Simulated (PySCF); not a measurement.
**BiS: energy against distance**

Set-up: PySCF, scalar-relativistic core potentials, basis sets Bi def2-SVPD with ECP60, S def2-SVPD. Energies in eV from Bi + S in their ground configurations at the same level. State: ²Π (doublet), unpaired electrons π ↑.

All columns are PBE0. A positive dipole means Bi(−)S(+).

```csv
R (Å),E (eV),μ (D),Mulliken charge on Bi (basis-dependent),HOMO (eV),LUMO (eV),Mayer bond order,⟨S²⟩
2.005,-1.393,-1.97,0.63,-4.79,-3.09,2.10,0.75
2.098,-2.316,-2.41,0.63,-4.99,-3.30,2.08,0.75
2.191,-2.818,-2.82,0.63,-5.18,-3.50,2.07,0.76
2.261,-2.993,-3.12,0.63,-5.32,-3.64,2.06,0.76
2.331,-3.039,-3.39,0.62,-5.45,-3.78,2.05,0.77
2.401,-2.989,-3.63,0.61,-5.57,-3.90,2.03,0.79
2.494,-2.825,-3.78,0.58,-5.71,-3.99,1.91,0.94
2.611,-2.555,-3.76,0.52,-5.86,-3.97,1.64,1.20
2.751,-2.203,-3.75,0.47,-6.00,-3.90,1.36,1.44
2.937,-1.742,-3.86,0.41,-6.13,-3.77,1.10,1.65
```

A fit through these points gives, at Re = 2.326 Å, μ = -3.38 D and dμ/dR = -3.84 D/Å; the reduced mass is 27.73 u.

Problem. How strong is the fundamental in the double-harmonic approximation, I = 42.26·(dμ/dR)²/μred km/mol?

Solution. I = 42.26·(-3.84)²/27.73 = 22.5 km/mol at PBE0.

⟨S²⟩ of the unrestricted solution departs from its pure value on part of the curve, where spin states mix. Spin–orbit coupling is left out, which matters for elements this heavy, above all for dissociation energies. The state was picked by a PBE0 search and need not be the measured ground state.
